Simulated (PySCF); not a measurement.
**Bi⁵⁷⁺: ionisation energy**

Bi⁵⁷⁺ [Ar] 3d8 [3d3/2^4 3d5/2^4, M_J = 4] → Bi⁵⁸⁺ [Ar] 3d7 [3d3/2^4 3d5/2^3, M_J = 9/2], as a difference of total energies. Calculation: PySCF 2.14, in an even-tempered Gaussian basis (15 s from 17 bohr⁻², ratio 2.8; 13 p from 22 bohr⁻², ratio 2.8; 8 d from 22 bohr⁻², ratio 2.8; 3 f from 78 bohr⁻², ratio 3); the two-component X2C-1e Hamiltonian. Correlated levels: [Ne] frozen; the 72 highest virtual spinors dropped. "Screened" scales the spin-orbit matrix elements by Boettger's factors to mimic the two-electron term; Breit and QED terms are absent.

| method | ionisation energy (eV) |
| --- | --- |
| GHF (spin-free) | 5940.2 |
| GMP2 (spin-free) | 5941.4 |
| GHF (screened spin-orbit) | 5894.7 |
| GMP2 (screened spin-orbit) | 5895.8 |

Breit and QED terms and the two-electron picture change are absent.

The spin-free rows relax to the high-spin LS determinant and lack the spin-orbit shift.

The labels give the starting determinants; with spin-orbit coupling the two ends relaxed to ⟨J²⟩ = 20.00, ⟨L²⟩ = 13.31, ⟨S²⟩ = 1.80 and ⟨J²⟩ = 24.75, ⟨L²⟩ = 16.35, ⟨S²⟩ = 2.49.

For comparison: 5892 ± 6 eV (theoretical estimate listed by NIST; NIST Atomic Spectra Database, ionization energies).
